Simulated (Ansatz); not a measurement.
CH3Cl2MoNO (`C[N]=[Mo](=[O])([Cl])[Cl]`) at its PBE0-D4/def2-TZVP geometry, where that method's forces vanish. The species carries charge 0 and has multiplicity 1. Mo takes the def2 core potential.

```csv
atom,x (Å),y (Å),z (Å)
C1,-1.277,-0.928,0.073
N2,-0.395,0.180,0.088
Mo3,1.181,0.829,-0.072
O4,2.176,-0.464,-0.412
Cl5,1.736,1.754,1.919
Cl6,1.142,2.277,-1.813
H7,-0.742,-1.860,-0.143
H8,-1.771,-1.015,1.046
H9,-2.049,-0.772,-0.687
```

Problem. For each bond, give half the difference of the two atoms' forces along it (eV/Å; positive pushes the atoms apart) under PBE-D4, r2SCAN-D4, B3LYP-D4, ωB97M-V in def2-TZVPP. (An estimate is asked.)

Solution. Ansatz gave: 
```tsv
bond	length (Å)	PBE-D4	r2SCAN-D4	B3LYP-D4	ωB97M-V
C1–N2	1.417	-0.39	-0.15	0.03	0.67
C1–H7	1.096	0.14	-0.02	-0.06	-0.15
C1–H8	1.094	0.12	-0.03	-0.07	-0.15
C1–H9	1.094	0.12	-0.03	-0.07	-0.15
N2–Mo3	1.712	0.78	0.45	0.23	-0.61
Mo3–O4	1.667	1.10	0.58	0.46	-0.42
Mo3–Cl5	2.265	-0.20	-0.11	0.10	0.27
Mo3–Cl6	2.265	-0.20	-0.11	0.09	0.27
```

B3LYP here is the variant with VWN-RPA as its local correlation; programs differ in this.
